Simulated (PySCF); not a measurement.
Input file for PySCF: R-MP2/6-31G* on H2O3S (a complex).

```python
from pyscf import gto, scf, dft, mp
from pyscf.data.elements import chemcore

mol = gto.M(
    atom='''
    O     0.50566974   -0.09015434    0.61049798
    H     0.60674307    0.85034152    0.42235976
    H    -0.36268329   -0.33460216    0.26937976
    O    -1.17500436   -0.65455049    3.17745050
    S     0.17728022   -0.17179924    3.29820406
    O     0.37704918    1.24950070    3.42586536
    ''',
    basis='6-31g*',
    cart=True,
    charge=0, spin=0, verbose=3, max_memory=1800)
mf = scf.RHF(mol)
mf.conv_tol = 1e-8
mf.max_cycle = 100
mf.kernel()
if not mf.converged:
    mf = mf.newton().run(mf.mo_coeff, mf.mo_occ)
pt = mp.MP2(mf, frozen=chemcore(mol)).run()
```

It printed:

```
converged SCF energy = -623.187358232468
E(RMP2) = -623.885760756191  E_corr = -0.698402523722343
E(SCS-RMP2) = -623.858378538159  E_corr = -0.671020305690717
```

The run converged.

Cost: around 0.7 core-seconds (rough).
